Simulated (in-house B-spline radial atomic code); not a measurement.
Levels of two electrons outside the 1s2 core along the 4-electron series, above the ground level 2s2 J0; labels give the leading configuration and J, and a prime marks the next level of the same label. Computed with a B-spline radial code for spherical atoms: configuration interaction with many-body perturbation theory for the core, Breit and QED.

```json
{"ion": "W70+", "Z": "74", "first ionisation energy (eV)": "19358.9", "excitation of 2p2 J0 (eV)": "485.1", "core correlation Breit and QED part of 2p2 J0 (eV)": "-0.62318", "excitation of 2p2 J2' (eV)": "3412.24", "core correlation Breit and QED part of 2p2 J2' (eV)": "-45.92", "excitation of 2s2p J1' (eV)": "1741.45", "core correlation Breit and QED part of 2s2p J1' (eV)": "-22.039", "excitation of 2s2p J2 (eV)": "1651.15", "core correlation Breit and QED part of 2s2p J2 (eV)": "-24.977"}
{"ion": "Re71+", "Z": "75", "first ionisation energy (eV)": "?", "excitation of 2p2 J0 (eV)": "?", "core correlation Breit and QED part of 2p2 J0 (eV)": "?", "excitation of 2p2 J2' (eV)": "?", "core correlation Breit and QED part of 2p2 J2' (eV)": "?", "excitation of 2s2p J1' (eV)": "?", "core correlation Breit and QED part of 2s2p J1' (eV)": "?", "excitation of 2s2p J2 (eV)": "?", "core correlation Breit and QED part of 2s2p J2 (eV)": "?"}
{"ion": "Os72+", "Z": "76", "first ionisation energy (eV)": "20580.5", "excitation of 2p2 J0 (eV)": "507.25", "core correlation Breit and QED part of 2p2 J0 (eV)": "-0.64665", "excitation of 2p2 J2' (eV)": "3816.89", "core correlation Breit and QED part of 2p2 J2' (eV)": "-51.043", "excitation of 2s2p J1' (eV)": "1944.81", "core correlation Breit and QED part of 2s2p J1' (eV)": "-24.508", "excitation of 2s2p J2 (eV)": "1851.4", "core correlation Breit and QED part of 2s2p J2 (eV)": "-27.784"}
{"ion": "Ir73+", "Z": "77", "first ionisation energy (eV)": "?", "excitation of 2p2 J0 (eV)": "?", "core correlation Breit and QED part of 2p2 J0 (eV)": "?", "excitation of 2p2 J2' (eV)": "?", "core correlation Breit and QED part of 2p2 J2' (eV)": "?", "excitation of 2s2p J1' (eV)": "?", "core correlation Breit and QED part of 2s2p J1' (eV)": "?", "excitation of 2s2p J2 (eV)": "?", "core correlation Breit and QED part of 2s2p J2 (eV)": "?"}
{"ion": "Pt74+", "Z": "78", "first ionisation energy (eV)": "21853.1", "excitation of 2p2 J0 (eV)": "530.31", "core correlation Breit and QED part of 2p2 J0 (eV)": "-0.65689", "excitation of 2p2 J2' (eV)": "4263.18", "core correlation Breit and QED part of 2p2 J2' (eV)": "-56.662", "excitation of 2s2p J1' (eV)": "2169.01", "core correlation Breit and QED part of 2s2p J1' (eV)": "-27.216", "excitation of 2s2p J2 (eV)": "2072.42", "core correlation Breit and QED part of 2s2p J2 (eV)": "-30.863"}
```

Fill in the row of Re71+.

first ionisation energy (eV): 19963.5; excitation of 2p2 J0 (eV): 496.13; core correlation Breit and QED part of 2p2 J0 (eV): -0.64238; excitation of 2p2 J2' (eV): 3609.65; core correlation Breit and QED part of 2p2 J2' (eV): -48.43; excitation of 2s2p J1' (eV): 1840.67; core correlation Breit and QED part of 2s2p J1' (eV): -23.249; excitation of 2s2p J2 (eV): 1748.82; core correlation Breit and QED part of 2s2p J2 (eV): -26.351.

Fill in the row of Ir73+.

first ionisation energy (eV): 21210.3; excitation of 2p2 J0 (eV): 518.73; core correlation Breit and QED part of 2p2 J0 (eV): -0.65496; excitation of 2p2 J2' (eV): 4034.67; core correlation Breit and QED part of 2p2 J2' (eV): -53.789; excitation of 2s2p J1' (eV): 2054.23; core correlation Breit and QED part of 2s2p J1' (eV): -25.832; excitation of 2s2p J2 (eV): 1959.24; core correlation Breit and QED part of 2s2p J2 (eV): -29.289.
